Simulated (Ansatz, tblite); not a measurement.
Forces on Be4O3 at its PBE0-D4/def2-SVP geometry. Charge 0, multiplicity 1.

The xTB rows come from tblite. The restricted singlet is unstable towards broken spin symmetry in Hartree–Fock (as tested in another run); at PBE-D4/def2-TZVP this wasn't settled. At PBE-D4/def2-TZVP an occupied level lies above an empty one. Another isomer (singlet) lies 2.99 eV lower at PBE0-D4/def2-TZVP; other spin states weren't run for this one.

GFN1-xTB (tblite), largest force 0.77 eV/Å:

```xyz
7
positions Å, forces eV/Å
Be    0.111   -1.385   -0.267   -0.011    0.089    0.017
Be   -0.119    1.384    0.266    0.004   -0.090   -0.016
Be    0.344   -4.174   -0.787   -0.046    0.558    0.099
Be   -0.327    4.175    0.789    0.035   -0.558   -0.101
O    -0.228    2.781    0.531   -0.048    0.753    0.136
O     0.228   -2.781   -0.532    0.063   -0.753   -0.134
O    -0.007   -0.001    0.000    0.004    0.000   -0.001
```

GFN2-xTB (tblite), largest force 0.37 eV/Å:

```
Be 0.012 -0.197 -0.036
Be -0.017 0.197 0.038
Be -0.030 0.364 0.064
Be 0.022 -0.365 -0.065
O 0.024 -0.189 -0.042
O -0.016 0.189 0.043
O 0.005 0.001 -0.002
```

PBE-D4/def2-TZVP (Ansatz), largest force 0.83 eV/Å:

```
Be -0.005 0.011 0.007
Be 0.005 -0.012 -0.005
Be -0.041 0.499 0.090
Be 0.034 -0.499 -0.091
O -0.060 0.811 0.152
O 0.069 -0.811 -0.152
O -0.001 0.000 -0.001
```
